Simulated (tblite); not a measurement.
Compound: C7H13PSi.
Bonds: C1–Si2, Si2–P3, P3–C4, C4–C5 (double), C5–C6, C6–C7, C6–C8, C8–C9 (double), P3–C9. Hydrogens: H10, H11, H12 on C1; H13, H14 on Si2; H15 on C4; H16 on C5; H17 on C6; H18, H19, H20 on C7; H21 on C8; H22 on C9.

Structure optimised with GFN2-xTB, isolated species.

(1) Give the optimised bond lengths and angles.

Answers

(1) 
```csv
bond,length (Å)
C1–Si2,1.905
Si2–P3,2.255
"P3–C4, P3–C9",1.804
"C4=C5, C8=C9",1.327
"C5–C6, C6–C8",1.502
C6–C7,1.538
"C1–H10, C1–H11, C1–H12",1.087
"Si2–H13, Si2–H14",1.468
"C4–H15, C9–H22",1.083
"C5–H16, C8–H21",1.083
C6–H17,1.096
"C7–H18, C7–H19, C7–H20",1.088
```

Bonds in one row agree within 0.01 Å and their mean is given. A selection of angles:
```csv
angle,degrees
Si2–C1–H10,110.8
H10–C1–H11,107.3
C1–Si2–P3,112.7
C1–Si2–H13,110.4
P3–Si2–H13,106.7
H13–Si2–H14,109.8
Si2–P3–C4,98.0
C4–P3–C9,96.9
P3–C4–C5,123.3
P3–C4–H15,115.5
C5–C4–H15,121.2
C4–C5–C6,123.8
C4–C5–H16,120.2
C6–C5–H16,116.0
C5–C6–C7,109.4
C5–C6–C8,111.5
C5–C6–H17,109.1
C7–C6–H17,108.4
C6–C7–H18,110.4
C6–C7–H19,110.5
H18–C7–H19,109.0
```

Dihedral angles: C1–Si2–P3–C4 -49° (synclinal); Si2–P3–C4–C5 126° (anticlinal); P3–C4–C5–C6 1° (synperiplanar); C4–C5–C6–C7 85° (synclinal); C5–C6–C8–C9 36° (synclinal); C6–C8–C9–P3 -2° (synperiplanar); Si2–P3–C9–C8 -126° (anticlinal).

Of the pairs four or more bonds apart, P3···H20 is among the closest relative to their van der Waals radii: 3.06 Å, 102 % of the sum of Bondi's values. The 5 C–C bonds span 1.327 Å (C8=C9, drawn double) to 1.538 Å (C6–C7, drawn single), a spread of 0.211 Å. Si2 (SiH2 silicon) is tetrahedral (angles from 106.7° to 112.7°). P3 (three-coordinate phosphorus) is pyramidal (angles 98.0°, 97.8° and 96.9°, sum 292.6°, 0.96 Å off the plane of its three neighbours). The 6-membered ring P3–C4–C5–C6–C8–C9 has internal angles of 96.9° to 123.8°; it is puckered, 0.21 Å rms from its mean plane, widest ring torsion 36°.

Point group: Cs (every atom within 0.08 Å of its image). Its GFN2-xTB frequencies are all real (lowest 41 cm⁻¹). One conformer, not necessarily the lowest. 2 starts were optimised and ended at 0.00 and 0.45 kcal/mol (GFN2-xTB); the lowest of these is shown.

These are computed values.
